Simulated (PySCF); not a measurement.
Potential energy of BeCl⁻ along the bond

Set-up: basis Be aug-cc-pVDZ-DK, Cl aug-cc-pVDZ-DK; spin-free X2C with a Gaussian nucleus; PySCF 2.14. Energies in eV from Be + Cl⁻ in their ground configurations at the same level. State: ¹Σ⁺ (singlet), closed shell.

```csv
R (Å),TPSSh
1.675,-1.086
1.753,-1.390
1.831,-1.556
1.890,-1.617
1.948,-1.639
2.006,-1.632
2.084,-1.591
2.182,-1.509
2.299,-1.388
2.454,-1.216
```

Question: Put a parabola through the three lowest points of the TPSSh curve and estimate Re, k and ωe (reduced mass 7.165 u; 1 eV/Å² = 0.16022 mdyn/Å; ωe = 1302.8·√(k/μ) cm⁻¹).

Answer: Through R = 1.89, 1.948, 2.006 Å the second-order coefficient is 4.31 eV/Å², so Re ≈ 1.963 Å, k ≈ 1.38 mdyn/Å and ωe ≈ 572 cm⁻¹. A polynomial fit of higher order to the unrounded TPSSh energies gives Re = 1.960 Å, k = 1.26 mdyn/Å, ωe = 545 cm⁻¹; anharmonicity and rounding make the difference.

The higher-order fit for each curve: TPSSh: Re = 1.960 Å, ωe = 545 cm⁻¹, De = 1.64 eV.

For an ion De counts to the pair picked by the measured ionisation energies or electron affinities, which need not be the lowest pair at this level. The highest Kohn–Sham level is positive in this anion. Much of that is self-interaction error, but it also means that the finite basis helps to hold the extra electron.
